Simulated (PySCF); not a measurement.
**Co⁺ (cobalt, charge +1) across methods**

[Ar] 3d8, high-spin 3F determinant. Calculation: PySCF 2.14, in aug-cc-pVTZ-DK; the spin-free X2C one-electron Hamiltonian (Gaussian nucleus).

```tsv
method	E (hartree)	mean ε 3p β (eV)	mean ε 3d α (eV)	mean ε 3d β (eV)	Σ⟨r²⟩ (bohr²)	⟨S²⟩
r2SCAN	-1392.927	-68.727	-13.001	-11.618	20.62	2.002
LC-wPBE	-1392.783	-73.139	-17.792	-16.320	20.66	2.002
B3LYP	-1393.000	-70.863	-14.796	-13.303	20.71	2.003
PBE0	-1392.729	-71.497	-15.057	-13.431	20.52	2.002
r2SCANh	-1392.911	-70.135	-13.844	-12.376	20.49	2.002
PBE	-1392.725	-67.649	-13.002	-11.592	21.00	2.002
HSE06	-1392.744	-71.109	-14.643	-13.038	20.54	2.002
UHF	-1391.57689	-82.145	-20.820	-18.374	19.70	2.005
```

**Question.** Estimate the same row for LDA.

**Answer.** E (hartree) = -1390.295; mean ε 3p β (eV) = -67.767; mean ε 3d α (eV) = -13.326; mean ε 3d β (eV) = -11.761; Σ⟨r²⟩ (bohr²) = 20.96; ⟨S²⟩ = 2.002.
